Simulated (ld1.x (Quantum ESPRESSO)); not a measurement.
zinc (Zn): excitation energies, all-electron against ultrasoft

Zn (Z = 30), ultrasoft, made with ld1.x (Quantum ESPRESSO) 7.5 (revPBE, scalar-relativistic). Core [Ar], reference 3d10 4s1.5 4p0 (charge +0.5). Waves: 4s (bound): rcut 1.50, rcutus 1.75 bohr; 4s channel at 0.75 Ry: rcut 1.50, rcutus 1.75 bohr; 4p (bound, empty): rcut 2.30, rcutus 3.05 bohr; 4p channel at 3.95 Ry: rcut 2.30, rcutus 3.05 bohr; 3d (bound): rcut 1.55, rcutus 1.65 bohr; 3d channel at -0.75 Ry: rcut 1.55, rcutus 1.65 bohr. Local part: all-electron potential smoothed inside 2.10 bohr (lloc = -2). Core correction: none. Augmentation charge: built from norm-conserving waves at rcut, not smoothed further.

Energies are relative to the spin-unpolarised reference configuration 3d10 4s1.5 4p0; without spin polarisation the order of configurations can differ from experiment.

```json
{"valence configuration": "3d10 4s2 4p0", "charge": "0", "ΔE all-electron (eV)": "-3.893", "error AE − PS (meV)": "+1.1"}
{"valence configuration": "3d10 4s1 4p0", "charge": "+1", "ΔE all-electron (eV)": "5.883", "error AE − PS (meV)": "+1.3"}
{"valence configuration": "3d10 4s0 4p0", "charge": "+2", "ΔE all-electron (eV)": "24.147", "error AE − PS (meV)": "+40"}
{"valence configuration": "3d9 4s0 4p0", "charge": "+3", "ΔE all-electron (eV)": "64.557", "error AE − PS (meV)": "+224"}
{"valence configuration": "3d9 4s2 4p1", "charge": "0", "ΔE all-electron (eV)": "8.346", "error AE − PS (meV)": "+62"}
```

What are ΔE and the potential's error for 3d8 4s0 4p0?

ΔE = 126.259 eV all-electron; the error (AE − PS) is +910 meV.

What are ΔE and the potential's error for 3d10 4s0 4p2?

ΔE = 6.593 eV all-electron; the error (AE − PS) is +5.5 meV.

Note: ghost states, extra bound levels that the all-electron valence spectrum of the same l lacks: s at -393.4 eV, p at -6.0 eV. A true bound ghost makes a file unfit for plane-wave use.
